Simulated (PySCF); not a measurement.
Work out the structure from these simulated measurements.

Elements present: C, F, H and P. Monoisotopic mass: 128.0191 u.

| Property | Result |
| --- | --- |
| NMR, other nuclei | isotropic shieldings of nuclei other than C and H, by class: 322 (1 F), 163 (1 P) ppm [GIAO HF/pcSseg-1] |
| Triplet | lowest triplet excitation (Tamm–Dancoff): 3.10 eV [TDA PBE0/def2-SVPD] |
| UV, first state | lowest singlet excitation: 4.55 eV (272 nm, f = 0.029) [TDDFT PBE0/def2-SVPD] |
| Polarisability | 95.0 au [PBE0/def2-SVPD] |
| 13C NMR | chemical shifts (computed TMS as zero) by class: 209.4 (1 C), 171.0 (1 C), 147.6 (1 C), 142.0 (1 C), 131.2 (1 C), 23.2 (1 C) ppm [GIAO HF/pcSseg-1] |
| XPS | P2p3/2 136.0, C1s 290.2, C1s 290.5, C1s 290.7, C1s 290.7, C1s 291.0, C1s 292.3, F1s 692.7, P1s 2149.5 eV [ΔSCF SCAN, pcX-2 on the ionised atom, pcseg-1 elsewhere, spin-free X2C, 2p3/2 from a spin–orbit splitting computed afterwards within the 2p shell] |
| UV, strongest line | among the 10 lowest singlet transitions: S6 at 6.39 eV (194 nm, f = 0.397) [TDDFT PBE0/def2-SVPD] |
| 1H NMR | chemical shifts (computed TMS as zero) by class: 8.71 (1 H), 7.81 (1 H), 7.64 (1 H), 2.57 (3 H) ppm [GIAO HF/pcSseg-1] |
| Dipole | 3.02 D [PBE0/def2-SVPD] |
| Rotational structure | rotational constants A, B, C: 3.552, 1.309, 0.962 GHz [PBE0-D3(BJ)/def2-SVP] |

Electronic properties: PySCF, gas phase, density fitting. Levels stand in brackets. Isolated species at its PBE0-D3(BJ)/def2-SVP geometry, gas phase. NMR values are class means; diastereotopic atoms form classes of their own.

Problem. Which formula fits the mass and the elements?

Solution. C6H6FP (calculated 128.0191). No other formula that holds each of these elements comes within 0.0003 u with a fitting electron parity and a possible valence count.

Problem. What is the compound? Reason from the data.

Solution. Numbering: `[CH3:1][c:2]1[cH:3][cH:4][c:5]([F:6])[p:7][cH:8]1`. 6 carbons fall into 6 classes; from least to most shielded: aromatic C–F carbon [C5] (209.4 ppm), aromatic CH carbon [C8] (171.0 ppm), substituted aromatic carbon [C2] (147.6 ppm), aromatic CH carbon [C3] (142.0 ppm), aromatic CH carbon [C4] (131.2 ppm), benzylic-type carbon [C1] (23.2 ppm). Hydrogen classes from least to most shielded: 1 H on an aromatic CH carbon, C8 (8.71 ppm), 1 H on an aromatic CH carbon, C4 (7.81 ppm), 1 H on an aromatic CH carbon, C3 (7.64 ppm), 3 H on a benzylic-type carbon, C1 (2.57 ppm, a mean of values up to 0.5 ppm apart in this geometry). The other shieldings belong to: 322 ppm, aryl fluorine [F6]; 163 ppm, phosphorus bonded to 2 C [P7]. The core levels belong to: P2p3/2 136.0 eV, phosphorus bonded to 2 C [P7]; C1s 290.2 eV, aromatic CH carbon [C8]; C1s 290.5 eV, aromatic CH carbon [C3]; C1s 290.7 eV, aromatic CH carbon [C4]; C1s 290.7 eV, substituted aromatic carbon [C2]; C1s 291.0 eV, benzylic-type carbon [C1]; C1s 292.3 eV, aromatic C–F carbon [C5]; F1s 692.7 eV, aryl fluorine [F6]; P1s 2149.5 eV, phosphorus bonded to 2 C [P7]. The hole state at 290.7 eV has ⟨S²⟩ = 0.84 against 0.75, so that value is less sure. The hole state at 290.7 eV has ⟨S²⟩ = 0.83 against 0.75, so that value is less sure. The hole state at 292.3 eV has ⟨S²⟩ = 0.83 against 0.75, so that value is less sure. By its constants the optimised geometry is an asymmetric top. Structure: `CC1=CP=C(F)C=C1`. Computed isomers that give other values at the same levels: `Cc1cpccc1F` (13C chemical shifts (computed TMS as zero) by class: 173.4 (1 C), 172.6 (1 C), 169.3 (1 C), 140.8 (1 C), 130.3 (1 C), 19.6 (1 C) ppm). The assignments are read from this structure; whether some other isomer fits the data as well wasn't checked.
